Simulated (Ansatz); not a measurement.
Frontier orbitals of `[F][In@-]1([Cl])[Cl+][In@-]([F])([Cl])[Cl+]1`.

Total charge 0; spin multiplicity 1. Correlated methods include outer-core shells of In, which these sets cover unevenly. In takes the def2 core potential. The geometry is a stationary point of PBE0-D4/def2-TZVP. Basis def2-TZVPP, Ansatz 0.2.0.

Orbital energies of one run (eV). Highest occupied ones, from the top: -12.06, -12.07, -12.10, -12.17, -12.76, -13.06, -13.08, -13.16, -13.18, -13.50, -13.91, -13.94, -14.07, -14.38. Empty: -1.18, -0.60, 0.43, 1.12, 1.48, 1.54.

Task: Which functional gave them?
A. r2SCAN0
B. PBE0
C. ωB97M-V
D. HSE06 (plane-wave form)

Result: C. HOMO energies: ωB97M-V -12.06, r2SCAN0 -10.03, PBE0 -9.77, HSE06 -9.36 eV.
